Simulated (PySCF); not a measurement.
How the functional moves excitation energies

Species: C2H8AlN.
Structure used (PBE0-D3(BJ)/def2-SVP), in Å, numbered top down from 1:
```xyz
12
C2H8AlN angstrom
C      2.219   -0.071    0.264
N      0.811   -0.086    0.580
Al    -0.584    0.092   -0.514
C     -2.393    0.052    0.232
H      2.763    0.757    0.755
H      2.733   -1.009    0.546
H      2.361    0.055   -0.822
H      0.649   -0.212    1.575
H     -0.240    0.280   -2.056
H     -3.158   -0.035   -0.556
H     -2.616    0.970    0.801
H     -2.535   -0.793    0.926
```

Linear-response calculations in the def2-SVPD basis (PySCF; singlets by full response, triplets Tamm–Dancoff, core orbitals frozen in the response; HF means time-dependent Hartree–Fock). 'Strongest' is the level of largest summed f among the singlets computed (10 roots, of which the last may lack a degenerate partner); it can jump between rows when another state enters that window. S1 is the lowest singlet of each run and needn't be the same state throughout; f(S1) is that of one state. Isolated species at its PBE0-D3(BJ)/def2-SVP geometry (one conformer only).

| functional | kind | S1 (eV) | f(S1) | strongest (eV) | T1 (eV) | HOMO (eV) | gap (eV) | ionisation energy, ΔSCF (eV) |
| --- | --- | --- | --- | --- | --- | --- | --- | --- |
| LDA | LDA | 4.91 | 0.112 | 6.96 | 4.04 | -5.56 | 4.32 | 9.02 |
| PBE | GGA | 4.94 | 0.108 | 6.97 | 4.01 | -5.43 | 4.39 | 8.80 |
| B3LYP | global hybrid, 20% exact exchange | 5.40 | 0.112 | 5.40 | 4.47 | -6.49 | 6.00 | 8.89 |
| PBE0 | global hybrid, 25% exact exchange | 5.52 | 0.114 | 5.52 | 4.54 | -6.70 | 6.43 | 8.80 |
| BHandHLYP | global hybrid, 50% exact exchange | 6.07 | 0.047 | 7.48 | 5.08 | -7.92 | 8.40 | 8.68 |
| CAM-B3LYP | range-separated hybrid | 5.85 | 0.036 | 5.88 | 4.89 | -8.10 | 8.74 | 8.92 |
| wB97X-D | range-separated hybrid | 5.88 | 0.117 | 5.88 | 5.03 | -8.58 | 9.98 | 8.87 |
| LC-wPBE | range-separated hybrid | 6.38 | 0.120 | 7.89 | 5.30 | -9.46 | 11.02 | 8.96 |

Question: What does HF (Hartree–Fock) give?

Answer: S1 (eV) 6.81, f(S1) 0.018, strongest (eV) 8.17, T1 (eV) 5.81, HOMO (eV) -9.89, gap (eV) 11.55, ionisation energy, ΔSCF (eV) not settled. S1 runs from 4.91 eV (LDA) to 6.81 eV (HF), a spread of 1.90 eV, while the orbital gap spreads over 7.2 eV. Along PBE (0%), B3LYP (20%), PBE0 (25%), BHandHLYP (50%), HF (100%) S1 rises with the share of exact exchange. −ε(HOMO) comes closest to its own ΔSCF ionisation energy with wB97X-D (-0.30 eV) and misses most with LDA (-3.46 eV). 'Not settled' means that the ion's SCF failed to converge or may have ended in another state than the lowest.

Without π bonds the low states are Rydberg-like; a valence basis with one diffuse set may place them up to an eV too high.
